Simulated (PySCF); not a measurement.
# TmF3(NH3) at several levels of theory

Computed with PySCF 2.14.0 (density fitting, no spin-orbit coupling) at the geometry relaxed with PBE0:

```xyz
8
TmF3(NH3) (singlet in the valence; each metal's 4f electrons, 12 of them, lie in its core potential, out of spins and levels)
Tm    0.0910   -0.0910    0.0910
F     1.0586    1.3665    1.0586
F    -1.3665   -1.0586    1.0586
F     1.0586   -1.0586   -1.3665
N    -1.3243    1.3243   -1.3243
H    -1.9342    1.9342   -0.7759
H    -0.7759    1.9342   -1.9342
H    -1.9342    0.7759   -1.9342
```

```
level                                                              basis    state  HOMO (eV)  gap (eV)  charge on Tm1 (e)  population of f-type functions on Tm1 (polarisation alone where 4f lies in the core)  dipole about the centre of mass (D)  largest force component (eV/Å)
 PBE0      Tm lcecp-1-SVP with ECP58, F def2-SVP, N def2-SVP, H def2-SVP  singlet      -9.57      8.80               1.14                                                                                  0.08                                 6.04                            0.00
 PBE0  Tm lcecp-1-TZVP with ECP58, F def2-TZVP, N def2-TZVP, H def2-TZVP  singlet      -9.74      8.75               1.61                                                                                  0.09                                 6.02                            0.22
```

In the lcecp rows the 4f levels are missing from HOMO and gap, and the state counts the valence alone.

Charges are Mulliken's, which hang on the basis. The relaxation used the grid (50, 194), these runs (75, 302) or, all-electron (x2c bases, spin-free X2C Hamiltonian), (99, 590).

Question: A further run in the first row's basis gives HOMO (eV) -9.24, gap (eV) 8.12, charge on Tm1 (e) 1.07, population of f-type functions on Tm1 (polarisation alone where 4f lies in the core) 0.07, dipole about the centre of mass (D) 6.01, largest force component (eV/Å) 0.14. Which level was it?
A. B3LYP
B. HF

Answer: A. The others give HOMO -14.83 eV (HF).

In the first row's basis the gap widens with exact exchange: 8.1 to 8.8 eV for B3LYP, PBE0 (a fixed share); 16.3 eV for Hartree–Fock (rising or full at long range).

An lcecp potential fixes the number of 4f electrons, so in runs with it no electron can move into or out of that shell.
